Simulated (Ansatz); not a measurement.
Basis-set extrapolation for C4H7AlO (PBE0-D4/def2-TZVP geometry, frozen core, Ansatz). Multiplicity 1, RHF reference.

|  | def2-TZVPP | def2-QZVPP |
| --- | --- | --- |
| HF | -472.373005 | -472.390635 |
| MP2 correlation | -0.965323 | -1.031253 |
| CCSD(T) correlation | -1.052246 | not run |

Energies in hartree. Use E(X) = E(∞) + A·exp(−7.88·√X) for Hartree–Fock and E(X) = E(∞) + B·X^(−2.97) for correlation, with X = 3 and 4, and add CCSD(T) minus MP2 of the smaller set to the MP2 limit.

**Question.** What is the CCSD(T) energy at the basis-set limit?

**Answer.** HF limit: -472.390635 + (-0.017630) × 0.13774 = -472.39306. MP2 limit: -1.031253 + (-0.065930) × 0.74074 = -1.08009. Higher-order term: -1.052246 − (-0.965323) = -0.08692. Total: -473.56007 hartree, 354.0 kJ/mol below CCSD(T)/def2-TZVPP.
